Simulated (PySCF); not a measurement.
# Ionisation energy of Ti¹⁸⁺ by level of theory

Ti¹⁸⁺ [He] 2s2 (1S) → Ti¹⁹⁺ [He] 2s1 (2S), as a difference of total energies. All numbers are calculated (PySCF 2.14, no relativity, point nucleus, in an even-tempered Gaussian basis (17 s from 3.8 bohr⁻², ratio 2.2; 8 p from 6 bohr⁻², ratio 2.4; 6 d from 18 bohr⁻², ratio 2.4; 5 f from 27 bohr⁻², ratio 2.4; 4 g from 40 bohr⁻², ratio 2.4)). Correlated levels: nothing frozen; virtual orbitals above 40 to 60 times the deepest correlated orbital energy dropped. The calculations carry no spin-orbit coupling.

```tsv
method	ionisation energy (eV)
UHF	1330.5
LDA	1330.5
PBE	1333.4
PBE0	1333.0
r2SCAN	1330.7
B97-3	1333.0
BHandHLYP	1332.4
MP2 (all electrons)	1334.7
SCS-MP2 (all electrons)	1335.5
```

How much does correlation contribute at MP2 (all electrons)?

1334.7 − (1330.5) = 4.2 eV, measured against UHF.

These non-relativistic numbers lack the scalar-relativistic shift.

For comparison: 1346.3 ± 0.5 eV (semi-empirical (NIST evaluation); NIST Atomic Spectra Database, ionization energies).
